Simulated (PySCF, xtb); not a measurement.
vinylidene fluoride cation (C₂H₂F₂), SMILES C=C(F)F (connectivity only; charge and spin as stated), charge +1, multiplicity 2.

Harmonic wavenumbers (cm⁻¹) from GFN2-xTB (xtb) at its own minimum, in rising order: 301, 381, 510, 519, 878, 897, 952, 1255, 1348, 1473, 2971, 3008.

Task: What does B3LYP-D3(BJ)/def2-SVP (PySCF) give at its own minimum? (Estimate from the structure and the level; the computed values follow.)

Result: 375, 420, 590, 630, 900, 974, 991, 1403, 1572, 1604, 3142, 3279. Paired by order, the mean absolute difference is 116 cm⁻¹ and the zero-point energies are 20.7 and 22.7 kcal/mol.
